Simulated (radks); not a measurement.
Problem. Radial electron density D(r) = 4 pi r^2 rho(r) of an atom or ion with 38 electrons. Calculated with a radial shooting solver on a logarithmic mesh with Libxc functionals: scalar-relativistic Kohn-Sham, exchange-only LDA, spin-polarised, spherical densities, point nucleus.

```
   r/bohr * D(r) (the largest magnitude, 61.5, reaches the edge; | marks zero)
 0.002506 |  *
 0.002871 |   *
  0.00329 |    *
 0.003769 |     *
 0.004318 |       *
 0.004947 |         *
 0.005713 |           *
 0.006545 |              *
 0.007499 |                *
 0.008591 |                    *
 0.009843 |                       *
  0.01128 |                           *
  0.01292 |                               *
  0.01492 |                                   *
  0.01709 |                                       *
  0.01958 |                                         *
  0.02244 |                                           *
  0.02571 |                                            *
  0.02945 |                                           *
  0.03374 |                                          *
  0.03897 |                                        *
  0.04464 |                                      *
  0.05115 |                                     *
   0.0586 |                                     *
  0.06714 |                                        *
  0.07692 |                                            *
  0.08812 |                                                 *
   0.1018 |                                                     *
   0.1166 |                                                      *
   0.1336 |                                                    *
    0.153 |                                               *
   0.1753 |                                        *
   0.2009 |                                   *
   0.2302 |                                *
   0.2658 |                                  *
   0.3045 |                                     *
   0.3489 |                                        *
   0.3997 |                                       *
   0.4579 |                                  *
   0.5247 |                           *
   0.6011 |                   *
   0.6942 |            *
   0.7953 |         *
   0.9112 |        *
    1.044 |       *
    1.196 |       *
     1.37 |      *
     1.57 |    *
    1.813 |   *
    2.077 | *
     2.38 |*
    2.726 |*
    3.124 *
    3.579 *
      4.1 *
    4.735 *
    5.425 *
    6.215 *
    7.121 *
```

What is the nuclear charge?

Solution. Z = 40. The innermost maximum, from 1s, lies near gamma/Z bohr with gamma = sqrt(1 - (Z/c)^2) = 0.956, here 0.0239 bohr (found: 0.0261), and its height grows with Z. The density is that of the zirconium ion Zr2+ in [Kr] 4d2; the configuration itself is not fixed sharply by these data, and Z only to a few units. D(r) has 3 maxima, at r = 0.0261, 0.116, 0.366 bohr, and minima at 0.0528, 0.236 bohr, inside which lie 2.04, 11.09 electrons.
